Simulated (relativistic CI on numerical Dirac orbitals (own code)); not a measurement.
Method of calculation: Dirac-Coulomb-Breit CI, orbitals from a KLI potential per configuration, model QED (radiative potential, 1s self-energy scaled to tabulated hydrogen-like ionisation energies), unscaled Slater integrals (own radial code, finite nucleus).

The strongest absorption lines from the ground level of an ion, among the configurations computed and to levels below about 2350 eV (vacuum wavelength in nm, gf): 0.71992 (0.72), 0.76852 (1.7), 0.77470 (0.017), 0.80617 (0.11), 0.87240 (0.27), 3.6936 (0.93), 5.1124 (0.4), 6.7716 (0.0017).

(1) Which ion is it?
A. Ho⁴⁹⁺
B. Pr⁴³⁺
C. Sb³³⁺
D. Pr⁴¹⁺

## Answers

(1) D. Pr⁴¹⁺ has 18 electrons and the ground level 3s2 3p6 1S_0; the strongest line goes to 3s2 3p5 4d 1P°_1. The pattern of lines fixes the number of electrons, and along that sequence the line energies rise steadily with the charge (about as its square where n changes within one kind of shell, about linearly where n is kept but much faster in heavy ions where fine structure, which grows about as Z⁴, sets the gap, and irregularly where shells cross), which fixes Z. Configurations outside the model, such as inner-shell arrays, can give stronger lines. At this charge energies of transitions that change n are usually good to better than 1 %, and those within a shell (Δn = 0) to a few per cent.

LS names give the leading component of a level, which can be under half, so a name can repeat, a term be missing and a line seem to break the LS rules.
